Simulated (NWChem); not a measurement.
Molecule: C₄H₄ClF; SMILES CC(F)=C=CCl

Program: NWChem. The geometry was optimised at B3LYP/6-31G* (spherical d). Level: B3LYP/def2-SVP with SMD (1 M gas to 1 M solution), gas-phase geometry.

Problem. Estimate the computed values for solvent water. Quantities: solvation free energy (kcal/mol); cavity-dispersion-structure term (kcal/mol); dipole in solution (D).

Solution. 
```
Property                                     Value
-------------------------------------------  -----
solvation free energy (kcal/mol)               0.4
cavity-dispersion-structure term (kcal/mol)    4.1
dipole in solution (D)                        2.63
```
